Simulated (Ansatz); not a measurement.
Ansatz results at the PBE0-D4/def2-TZVP geometry: HOMO energy (ωB97M-V/def2-TZVPP) -8.56 eV; size of the dipole moment (PBE/def2-TZVPP) 1.23 D; LUMO energy (PBE0/def2-TZVPP) -0.87 eV.

Each molecule was computed in one conformer, which needn't be the lowest.

Question: Which molecule gave them?
A. `N[CH2][GaH][OH]`
B. `[CH3][Ga]([NH2])[OH]`
C. `SC1=CC1`
D. `[SiH3]C1=C[SiH2]O1`

Answer: A. The others give `SC1=CC1`: -8.54, 0.53, 0.21; `[CH3][Ga]([NH2])[OH]`: -9.49, 1.69, 0.19; `[SiH3]C1=C[SiH2]O1`: -9.37, 1.09, -0.74.
